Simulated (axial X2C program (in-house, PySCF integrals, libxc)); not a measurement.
# Which molecule has these constants?

All values come from calculations with an in-house relativistic program for diatomic molecules, spin-free (one-electron X2C) or two-component (2c: spin–orbit coupling with atomic mean-field Coulomb and Gaunt terms, which also bring small scalar terms), in Dyall basis sets with cores contracted in-house; open shells are unrestricted.

A two-component CCSD(T) calculation in a Dyall 3-zeta basis gave Re = 2.610 Å, ωe = 279.1 cm⁻¹, De = 1.88 eV, Ω = 0.

Question: Which molecule is it?
A. CaBr⁻
B. CaCl⁻
C. CaF⁻

Answer: B. The others have CaBr⁻ 2.797 Å and 207.1 cm⁻¹ (Ω = 0); CaF⁻ 2.058 Å and 485.7 cm⁻¹ (Ω = 0).

Frozen shells (counts by l): CaCl⁻ Ca 3s2p, Cl 2s1p, 10 electrons correlated; CaBr⁻ Br 3s2p1d, Ca 3s2p, 10 electrons correlated; CaF⁻ Ca 3s2p, F 1s, 10 electrons correlated. Coupled cluster in natural virtuals with an MP2 remainder. Where the outer core of a metal is frozen, bonds come out longer and ionisation energies lower.

Each entry is the lowest single determinant of a limited PBE0 search at one distance. De goes to single-determinant-based atoms at the same level (for ions the charge split of lowest energy) and is withheld (n/a) where an atom does not fit its ground term or J level. Main or longest-lived isotopes.
